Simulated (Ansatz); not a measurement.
Start from `[NH2][In]([Cl])[Cl]` and change one element to get `NB(Cl)Cl`.

Ansatz, PBE0-D4/def2-TZVP geometries, multiplicity 1. Each molecule was computed in one conformer, which needn't be the lowest.

Elements past krypton have def2 core potentials.

```csv
property,`[NH2][In]([Cl])[Cl]`
HOMO–LUMO gap (PBE0/def2-TZVPP) / eV,6.02
LUMO energy (B3LYP/def2-TZVPP) / eV,-2.39
HOMO energy (ωB97M-V/def2-TZVPP) / eV,-10.42
HOMO–LUMO gap (B3LYP/def2-TZVPP) / eV,5.45
LUMO energy (PBE/def2-TZVPP) / eV,-2.95
HOMO energy (B3LYP/def2-TZVPP) / eV,-7.84
```

What does the change do to each property? (An estimate is asked.)

Ansatz gave: 
```tsv
property	`NB(Cl)Cl`	shift
HOMO–LUMO gap (PBE0/def2-TZVPP) / eV	8.75	2.73
LUMO energy (B3LYP/def2-TZVPP) / eV	-0.02	2.37
HOMO energy (ωB97M-V/def2-TZVPP) / eV	-10.88	-0.46
HOMO–LUMO gap (B3LYP/def2-TZVPP) / eV	8.29	2.84
LUMO energy (PBE/def2-TZVPP) / eV	-0.82	2.13
HOMO energy (B3LYP/def2-TZVPP) / eV	-8.31	-0.47
```

With PBE0 the HOMO falls by 0.48 eV and the LUMO rises by 2.24 eV, so the gap widens by about 2.72 eV. PBE moves the HOMO by -0.45 eV and ωB97M-V by -0.46 eV.

B3LYP here is the variant with VWN-RPA as its local correlation; programs differ in this.
